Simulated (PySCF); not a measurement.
Job file and geometry (Å, from GFN2-xTB) of an NMR shielding run on SMILES B[Si@@H]1CC[C@@H]1F, C₃H₈BFSi, GIAO PBE0/pcSseg-1 NMR shielding, non-relativistic, gas phase (PySCF); density fitting, a coarse starting grid and PySCF grid level 2 are the driver's defaults:

```
$ OMP_NUM_THREADS=1 python probes_run.py task.json out

{"job": {"kind": "nmr", "xc": "PBE0", "basis": "pcSseg-1"}, "charge": 0, "multiplicity": 1}
B      2.359079     0.218238     0.333893
Si     0.701625     0.551090    -0.625290
C     -0.885207     1.039548     0.361507
C     -1.366535    -0.421230     0.414505
C     -0.458951    -1.023146    -0.659982
F      0.098687    -2.236772    -0.283044
H      3.385359     0.189418    -0.224240
H      2.370205     0.001604     1.482490
H      0.674882     1.178320    -1.962414
H     -0.766143     1.490321     1.343895
H     -1.575313     1.664489    -0.200729
H     -2.431229    -0.554587     0.224639
H     -1.133459    -0.877305     1.375691
H     -0.973680    -1.220460    -1.603088
```

Question: What does the program print?

Answer: 
```
coarse grid: 12016 points
cycle   1  E = -532.7117233778  dE =  4.710e-01  |g| = 5.108e-01  |ddm| = 3.277e+00
cycle   2  E = -532.6812418664  dE =  3.048e-02  |g| = 6.824e-01  |ddm| = 8.810e-01
cycle   3  E = -532.7638413852  dE = -8.260e-02  |g| = 4.245e-02  |ddm| = 5.178e-01
cycle   4  E = -532.7640732548  dE = -2.319e-04  |g| = 2.441e-02  |ddm| = 4.453e-02
cycle   5  E = -532.7641946780  dE = -1.214e-04  |g| = 6.664e-03  |ddm| = 2.472e-02
cycle   6  E = -532.7642058086  dE = -1.113e-05  |g| = 1.726e-03  |ddm| = 8.327e-03
cycle   7  E = -532.7642066908  dE = -8.822e-07  |g| = 3.401e-04  |ddm| = 1.969e-03
final grid: 111344 points
cycle   8  E = -532.8055905348  dE = -3.437e-05  |g| = 7.643e-03  |ddm| = 2.523e-02
cycle   9  E = -532.8055783122  dE =  1.222e-05  |g| = 1.083e-02  |ddm| = 1.485e-02
cycle  10  E = -532.8056048472  dE = -2.653e-05  |g| = 1.042e-03  |ddm| = 8.839e-03
cycle  11  E = -532.8056051104  dE = -2.633e-07  |g| = 2.341e-04  |ddm| = 1.163e-03
cycle  12  E = -532.8056051208  dE = -1.034e-08  |g| = 7.320e-05  |ddm| = 2.376e-04
cycle  13  E = -532.8056051221  dE = -1.335e-09  |g| = 1.831e-05  |ddm| = 9.029e-05
cycle  14  E = -532.8056051222  dE = -9.732e-11  |g| = 4.202e-06  |ddm| = 2.471e-05
converged SCF energy = -532.8056051222

GIAO shielding tensors (ppm)
atom      isotropic    diamagn.    paramagn.     s11        s22        s33       span
  0 B      -15.650     195.827    -211.477   -139.125    -58.087    150.262    289.387
  1 Si     379.454     879.806    -500.352    348.816    378.042    411.504     62.688
  2 C      186.938     252.757     -65.819    172.388    191.412    197.015     24.627
  3 C      149.957     251.940    -101.984    124.419    149.625    175.825     51.405
  4 C       91.600     246.790    -155.190     45.036     75.852    153.913    108.878
  5 F      372.826     473.856    -101.029    308.473    386.594    423.411    114.938
  6 H       20.915      28.786      -7.871      8.105     26.379     28.261     20.157
  7 H       20.785      29.562      -8.777      6.934     26.991     28.429     21.495
  8 H       26.530      28.704      -2.174     23.542     24.408     31.640      8.098
  9 H       30.407      30.867      -0.461     25.987     28.073     37.160     11.173
 10 H       30.768      30.839      -0.071     27.263     27.779     37.263     10.000
 11 H       28.557      30.364      -1.807     24.610     26.841     34.219      9.609
 12 H       28.626      31.469      -2.843     25.528     27.916     32.434      6.905
 13 H       26.187      30.154      -3.967     23.349     26.212     29.000      5.650
```

Size and cost of the density-fitted run: 149 basis functions, 22 s wall time on 1 thread of an Arm Neoverse V2, shared host; peak memory 0.8 GiB.
